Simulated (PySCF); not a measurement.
**Correlation energy of N⁺ (nitrogen, charge +1)**

[He] 2s1 2p2 3d1, one real determinant (an excited configuration). Calculation: PySCF 2.14, in aug-cc-pwCVDZ (5s4p2d, 27 functions); the non-relativistic Hamiltonian (point nucleus). Frozen: 1s2; 4 electrons correlated.

```json
{"level": "CCSD", "correlation energy (mhartree)": "-26.56"}
{"level": "(T)", "correlation energy (mhartree)": "-3.13"}
{"level": "CCSD(T)", "correlation energy (mhartree)": "-29.69"}
{"level": "CCSDT", "correlation energy (mhartree)": "-30.89"}
```

Diagnostics: T1 = 0.011, D1 = 0.0279, largest double amplitude 0.395.

**Question.** Is a single reference adequate?

**Answer.** Not fully. The real determinant used has ⟨L²⟩ near 8 against 12 for a pure F term, so it mixes terms. The outer electron is Rydberg-like, and this basis confines it to a smaller radius and binds it less than a complete one would. A double-excitation amplitude exceeds 0.15, a sign of near-degeneracy.

The reference is one real determinant that mixes LS terms of this configuration.
